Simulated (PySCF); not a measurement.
# Worked example: oscillator strength and radiative lifetime

(E)-1-chloro-2-fluoroprop-1-ene (C₃H₄ClF), SMILES C/C(F)=C\Cl.

Geometry: PBE-D3(BJ)/def2-SVP.

TDDFT-B3LYP/def2-SVPD (PySCF 2.14.0) puts the first singlet state with f over 0.02 at 6.51 eV (vertical), with the transition dipole (-0.523, -1.350, 0.000) in atomic units.

Problem. Find the oscillator strength, the wavelength and the radiative lifetime that this transition would have in vacuum if emission retraced absorption.

Solution. 
|μ|² = 2.0960 au, so |μ| = 3.68 D. ΔE = 6.51/27.211 = 0.2392 hartree. f = (2/3) ΔE |μ|² = 0.334 (the program prints 0.334).
λ = 1239.84/6.51 = 190 nm; ν = 52507 cm⁻¹.
Einstein's coefficient A = 0.6670 ν² f s⁻¹ (ν in cm⁻¹) = 6.1e8 s⁻¹, so τ = 1/A = 1.6 ns. This state is S3; the lower singlets have f = 0.002, 0.002. The figure is the radiative limit of this one transition; relaxation, internal conversion, crossing to triplets and a medium change what is measured.
